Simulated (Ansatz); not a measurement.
`CC(C)[Si](Cl)(Cl)Cl` → `CC(C)Cl` + `Cl[Si]Cl` at 298.15 K and 1 bar (silylene loss).

Isolated molecules relaxed with PBE0-D4/def2-TZVP in Ansatz; ΔE leaves out vibrations. CCSD(T)/CBS adds triple-zeta CCSD(T) − MP2 to the extrapolated MP2 energy (def2 sets, frozen cores). This one scheme is used for every species. Each species was taken in one conformer, which may not be the lowest.

```csv
species,CCSD(T)/CBS energy (Eh),H − E (kJ/mol),S (J/(mol·K))
`CC(C)[Si](Cl)(Cl)Cl`,-1786.96983,290.5,416.3
`CC(C)Cl`,-578.16231,265.0,302.5
`Cl[Si]Cl`,-1208.69388,19.9,281.9
```

H − E and S are ideal-gas, rigid-rotor, harmonic terms from PBE0-D4/def2-TZVP, for one conformer and one mirror image of each species. 1 Eh = 2625.50 kJ/mol, R = 8.31446 J/(mol·K).

By hand: ΔE, ΔH, ΔS and ΔG.

ΔE = (-578.16231) + (-1208.69388) − (-1786.96983) = 0.11364 Eh = 298.4 kJ/mol. Δ(H − E) = 265.0 + 19.9 − 290.5 = -5.6, so ΔH = 292.8 kJ/mol. ΔS = 302.5 + 281.9 − 416.3 = 168.1 J/(mol·K). ΔG = 292.8 − 298.15 × (168.1)/1000 = 242.7 kJ/mol.

By hand: the equilibrium constant, and the temperature at which ΔG would vanish if ΔH and ΔS stayed fixed.

log₁₀ K = −ΔG/(RT ln 10) = -42.5. ΔG = 0 at ΔH/ΔS = 1742 K.

The number of gas molecules changes by +1, which sets the sign of ΔS. A doubt of 5 kJ/mol in ΔE shifts log₁₀ K by 0.9 here. Other conformers and mirror images would add mixing entropy, several J/(mol·K) or more a flexible species. Modes under 60 cm⁻¹, often nearly free rotors, make the harmonic entropy too high. These are equilibria of isolated gas molecules and say nothing of rates. Largest T1 diagnostic: 0.013 (customary marks: 0.02 for closed shells, 0.045 for open ones).
